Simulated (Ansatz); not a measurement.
Computed with Ansatz on PBE0-D4/def2-TZVP structures; ΔE is electronic, products minus reactants. CCSD(T)/CBS is the MP2 limit (def2-TZVPP, def2-QZVPP) plus CCSD(T) − MP2 in def2-TZVPP, frozen cores. Functionals use def2-TZVPP. Each species was taken in one conformer, which may not be the lowest.

`C=C[SiH2][SiH](F)F` → `C=C[Si](F)(F)[SiH3]`  (isomerisation)

```csv
level,ΔE (eV)
PBE,-0.13
PBE0,-0.14
MP2/def2-TZVPP,-0.13
SCS-MP2/def2-TZVPP,-0.12
HF/def2-QZVPP,-0.13
MP2/def2-QZVPP,-0.12
HF/CBS(def2),-0.13
MP2/CBS(def2),-0.12
```

(1) What does CCSD(T)/CBS give? (Estimate.)

Largest T1 diagnostic among the species: 0.013.

Answers

(1) Computed: -0.14 eV. The listed levels differ from it by 0.01, 0.00, 0.01, 0.02, 0.01, 0.02, 0.01, 0.02 eV.
